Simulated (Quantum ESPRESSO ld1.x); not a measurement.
The numbers below are computed, except where a source is named.
The aim is neutral chlorine in [Ne] 3s2 3p5. This ld1.x (Quantum ESPRESSO 7.5) run was made with `OMP_NUM_THREADS=1 ld1.x < ld1.in > ld1.out`. Can the result be used? Name any fault.

```
 &input
    zed=17.0,
    iswitch=1,
    rel=0,
    dft='BLYP',
    config='[Ne] 3s2 3p5',
    isic=1,
    latt=1,
    prefix='ld1',
    max_out_wfc=37,
    file_charge='ld1.rho',
 /
```

Output (excerpt):

```
     Program LD1 v.7.5 starts

 %%%%%%%%%%%%%%%%%%%%%%%%%%%%%%%%%%%%%%%%%%%%%%%%%%%%%%%%%%%%%%%%%%%%%%%%%%%%%%
     Error in routine ld1_readin (1):
     isic and latter correction not allowed
 %%%%%%%%%%%%%%%%%%%%%%%%%%%%%%%%%%%%%%%%%%%%%%%%%%%%%%%%%%%%%%%%%%%%%%%%%%%%%%

     stopping ...
```

Answer. No (refused). The line at issue: isic=1 latt=1. The program stops in ld1_readin with "isic and latter correction not allowed": the two corrections exclude each other. The sound input gives -460.158 hartree.
